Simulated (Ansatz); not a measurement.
Reaction (atomization): `C/C=C\BN` → B• + 3 C• + 8 H• + N•

Isolated molecules relaxed with PBE0-D4/def2-TZVP in Ansatz; ΔE leaves out vibrations. CCSD(T)/CBS is the MP2 limit (def2-TZVPP, def2-QZVPP) plus CCSD(T) − MP2 in def2-TZVPP, frozen cores. This one scheme is used for every species, atoms too. Functionals use def2-TZVPP. No spin–orbit coupling; open shells (•) take unrestricted orbitals. Spin–orbit coupling would lower the free atoms: a little for B, C. Each species was taken in one conformer, which may not be the lowest.

```tsv
level	ΔE (eV)
BHLYP	52.98
MP2/def2-SVP	52.40
```

Task: What does CCSD(T)/CBS give? (Estimate.)

Result: Ansatz gave: +54.17 eV. The listed levels differ from it by -1.19, -1.77 eV.

Largest T1 diagnostic among the species: 0.014.

From BLYP to BHLYP (50 % exact exchange), in def2-TZVPP and without D4, ΔE moves by −1.03 eV: exact exchange takes away binding that semilocal exchange gives to molecules. In def2-TZVPP, CCSD(T) changes the Hartree–Fock value by +12.27 eV (the triples alone add +0.72 eV) and MP2 by +12.98 eV; breaking electron pairs costs correlation energy, which Hartree–Fock lacks. At CCSD(T), def2-SVP lies −2.23 eV from the extrapolated value and def2-TZVPP −1.24 eV: correlation converges slowly with the basis, and small sets miss more of it in the bonded molecule than in its fragments.

For atomizations the MP2-based limit and the directly extrapolated one differ by several kJ/mol either way, and by 10 to 25 for some Ge, Se and Sn compounds, so smaller differences from it don't rank the levels.
